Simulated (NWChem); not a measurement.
Everything below was run with NWChem. System: H3O4Si, charge 0, spin multiplicity 2, at a geometry optimised with UB3LYP/def2-SVP. The structure started from a generated list of species. Its SCF solution wasn't tested for a lower state. Level: UHF/def2-TZVP.

Part of the output:

```
             Northwest Computational Chemistry Package (NWChem) 7.3.0
             --------------------------------------------------------

                                NWChem Input Module
                                -------------------

 Scaling coordinates for geometry "geometry" by  1.889725989
 (inverse scale =  0.529177249)

                             Geometry "geometry" -> ""
                             -------------------------

 Output coordinates in angstroms (scale by  1.889725989 to convert to a.u.)

  No.       Tag          Charge          X              Y              Z
 ---- ---------------- ---------- -------------- -------------- --------------
    1 O                    8.0000    -1.19211800     0.84322800     0.86206100
    2 Si                  14.0000    -0.02688400     0.01439800    -0.00795800
    3 O                    8.0000    -0.78031200    -1.11728800    -0.93234900
    4 O                    8.0000     0.89418000     0.91523700    -1.03138000
    5 O                    8.0000     0.94140700    -0.57778600     1.19556100
    6 H                    1.0000    -0.46689600    -1.19962200    -1.84138000
    7 H                    1.0000     1.41664700     1.63313600    -0.65527700
    8 H                    1.0000     0.52137400    -1.14220400     1.85692100

 Effective nuclear repulsion energy (a.u.)     254.2172758455

            Nuclear Dipole moment (a.u.)
            ----------------------------
        X                 Y               Z
 ---------------- ---------------- ----------------
     0.0000094486     0.0000188973    -0.0000075589


 Summary of "ao basis" -> "" (spherical)
 ------------------------------------------------------------------------------
       Tag                 Description            Shells   Functions and Types
 ---------------- ------------------------------  ------  ---------------------
 *                         def2-tzvp                  on all atoms

 Summary of "ao basis" -> "ao basis" (spherical)
 ------------------------------------------------------------------------------
       Tag                 Description            Shells   Functions and Types
 ---------------- ------------------------------  ------  ---------------------
 O                         def2-tzvp                11       31   5s3p2d1f
 Si                        def2-tzvp                13       37   5s5p2d1f
 H                         def2-tzvp                 4        6   3s1p
[...]
    1 O    8     8.35   0.79  1.18  0.59  1.00  0.31  1.77  1.91  0.77  0.00  0.01  0.00
    2 Si  14    12.81   2.00  0.58  1.40  0.63  0.09  4.12  1.73  0.54  0.72  0.11  0.38  0.34  0.17
    3 O    8     8.64   0.79  1.18  0.55  0.96  0.28  1.87  2.11  0.89  0.00  0.02  0.00
    4 O    8     8.65   0.79  1.18  0.55  0.95  0.28  1.87  2.11  0.90  0.00  0.02  0.00
    5 O    8     8.64   0.79  1.18  0.55  0.95  0.28  1.86  2.11  0.90  0.00  0.02  0.00
    6 H    1     0.63   0.24  0.32  0.03  0.05
    7 H    1     0.64   0.24  0.32  0.03  0.05
    8 H    1     0.64   0.24  0.33  0.03  0.05

  Mulliken analysis of the alpha density
  --------------------------------------

    Atom       Charge   Shell Charges
 -----------   ------   -------------------------------------------------------
    1 O    8     4.68   0.40  0.59  0.31  0.51  0.15  1.10  1.18  0.44  0.00  0.01  0.00
    2 Si  14     6.39   1.00  0.29  0.70  0.31  0.05  2.06  0.86  0.26  0.35  0.05  0.19  0.17  0.09
    3 O    8     4.32   0.40  0.59  0.27  0.48  0.14  0.93  1.06  0.44  0.00  0.01  0.00
    4 O    8     4.32   0.40  0.59  0.27  0.48  0.14  0.93  1.05  0.45  0.00  0.01  0.00
    5 O    8     4.33   0.40  0.59  0.28  0.48  0.14  0.94  1.06  0.44  0.00  0.01  0.00
    6 H    1     0.32   0.12  0.16  0.01  0.02
    7 H    1     0.32   0.12  0.16  0.01  0.02
    8 H    1     0.32   0.12  0.16  0.01  0.02

   Mulliken analysis of the beta density
   -------------------------------------

    Atom       Charge   Shell Charges
 -----------   ------   -------------------------------------------------------
    1 O    8     3.67   0.40  0.59  0.29  0.49  0.16  0.66  0.74  0.33  0.00  0.01  0.00
    2 Si  14     6.42   1.00  0.29  0.70  0.32  0.05  2.06  0.86  0.27  0.37  0.06  0.19  0.17  0.08
    3 O    8     4.32   0.40  0.59  0.27  0.48  0.14  0.93  1.05  0.44  0.00  0.01  0.00
    4 O    8     4.32   0.40  0.59  0.27  0.48  0.14  0.93  1.05  0.45  0.00  0.01  0.00
    5 O    8     4.31   0.40  0.59  0.27  0.48  0.14  0.92  1.05  0.45  0.00  0.01  0.00
    6 H    1     0.32   0.12  0.16  0.01  0.02
    7 H    1     0.32   0.12  0.16  0.01  0.02
    8 H    1     0.32   0.12  0.16  0.01  0.02

   Mulliken analysis of the spin density
   -------------------------------------

    Atom       Charge   Shell Charges
 -----------   ------   -------------------------------------------------------
    1 O    8     1.00   0.00 -0.00  0.02  0.02 -0.02  0.44  0.44  0.10 -0.00  0.00 -0.00
    2 Si  14    -0.03  -0.00 -0.00  0.00 -0.01 -0.00 -0.00  0.00 -0.01 -0.01 -0.01  0.00  0.00  0.01
    3 O    8     0.01   0.00 -0.00  0.00  0.00  0.00  0.00  0.00 -0.00 -0.00 -0.00 -0.00
    4 O    8    -0.00  -0.00  0.00 -0.00 -0.00  0.00 -0.00 -0.00  0.00 -0.00  0.00 -0.00
    5 O    8     0.02   0.00 -0.00  0.00  0.00 -0.00  0.01  0.01 -0.01  0.00 -0.00 -0.00
    6 H    1    -0.00  -0.00 -0.00  0.00  0.00
    7 H    1     0.00   0.00  0.00  0.00  0.00
    8 H    1    -0.00  -0.00 -0.00  0.00  0.00

       Multipole analysis of the density wrt the origin
       ------------------------------------------------

     L   x y z        total         alpha         beta         nuclear
     -   - - -        -----         -----         ----         -------
     0   0 0 0      0.000000    -25.000000    -24.000000     49.000000

     1   1 0 0      0.449121      1.313397     -0.864285      0.000009
     1   0 1 0     -0.061784     -0.791563      0.729760      0.000019
     1   0 0 1     -0.135078     -0.864583      0.729513     -0.000008

------------------------------------------------------------
EAF file 0: "./mol.aoints.0" size=524288 bytes
------------------------------------------------------------
               write      read    awrite     aread      wait
               -----      ----    ------     -----      ----
     calls:        1        91         0         0         0
   data(b): 5.24e+05  4.77e+07  0.00e+00  0.00e+00
   time(s): 0.00e+00  0.00e+00  0.00e+00  0.00e+00  0.00e+00
rate(mb/s): 0.00e+00  0.00e+00
------------------------------------------------------------

     2   2 0 0    -28.547753    -74.596592    -69.059160    115.107999
     2   1 1 0      2.043687     -3.265374     -6.836942     12.146003
     2   1 0 1      0.540581      1.522818     -1.437550      0.455313
     2   0 2 0    -23.802534    -67.647488    -64.931983    108.776937
     2   0 1 1     -0.943344     -1.831048      0.576082      0.311622
     2   0 0 2    -22.884944    -84.733292    -81.399139    143.247487

 Task  times  cpu:      425.6s     wall:      425.6s

 Total times  cpu:      425.6s     wall:      425.6s
```

Q: Write an NWChem input that would produce this output.

A: One answer among several that fit: 
```
start mol
memory heap 200 mb stack 900 mb global 1100 mb
geometry units angstroms nocenter noautoz noautosym
  O     -1.192118     0.843228     0.862061
  Si    -0.026884     0.014398    -0.007958
  O     -0.780312    -1.117288    -0.932349
  O      0.894180     0.915237    -1.031380
  O      0.941407    -0.577786     1.195561
  H     -0.466896    -1.199622    -1.841380
  H      1.416647     1.633136    -0.655277
  H      0.521374    -1.142204     1.856921
end
basis spherical
  * library def2-tzvp
end
scf
  uhf
  nopen 1
  maxiter 100
  thresh 1e-7
  semidirect memsize 60000000 filesize 0
  # guess.movecs holds the orbitals of an unrestricted PBE0 run
  vectors input guess.movecs output mol.movecs
end
task scf energy
```
